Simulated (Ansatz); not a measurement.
Consider the formal exchange of groups at a B–F bond: `BOBF` + SiH₄ → `BOB[SiH3]` + H–F.

Isolated molecules relaxed with PBE0-D4/def2-TZVP in Ansatz; ΔE leaves out vibrations. CCSD(T)/CBS adds triple-zeta CCSD(T) − MP2 to the extrapolated MP2 energy (def2 sets, frozen cores). This one scheme is used for every species. Functionals use def2-TZVPP. One conformer a species, not always the lowest.

```
           level  ΔE (kJ/mol)  difference from CCSD(T)/CBS
          B97M-V        194.9                         13.8
         PBE0-D4        178.7                         -2.4
      r2SCANh-D4        191.5                         10.4
    CAM-B3LYP-D4        196.8                         15.7
          B2PLYP        194.8                         13.7
             PBE        179.0                         -2.1
          revPBE        177.4                         -3.7
           BHLYP        201.9                         20.8
       CAM-B3LYP        200.2                         19.1
         LC-ωPBE        186.1                          5.0
    MP2/def2-SVP        216.2                         35.1
CCSD(T)/def2-SVP        211.8                         30.7
  MP2/def2-TZVPP        189.0                          7.9
 CCSD/def2-TZVPP        188.7                          7.6
   HF/def2-QZVPP        212.1                         31.0
    HF/CBS(def2)        212.1                         31.0
     CCSD(T)/CBS        181.1                            0
```

Task: What do rigid-rotor, harmonic-oscillator terms from PBE0-D4/def2-TZVP frequencies (298.15 K, 1 bar) make of the CCSD(T)/CBS value? (Best estimate.)

Result: Computed: ΔZPE = -1.6 kJ/mol, ΔH = +182.9 kJ/mol, ΔS = 17 J/(mol·K), ΔG = +178.0 kJ/mol.

Largest T1 diagnostic among the species: 0.013.

In def2-TZVPP, CCSD(T) changes the Hartree–Fock value by −25.4 kJ/mol (the triples alone add −2.5 kJ/mol) and MP2 by −22.7 kJ/mol. Leaving LDA and LC-ωPBE aside and taking each functional with its dispersion term where it has one, the values, not all of them listed here, spread over 24.8 kJ/mol, from revPBE-D4 to CAM-B3LYP-D4. LDA lies +5.0 kJ/mol from PBE without D4. From BLYP to BHLYP (50 % exact exchange), in def2-TZVPP and without D4, ΔE moves by +8.0 kJ/mol.
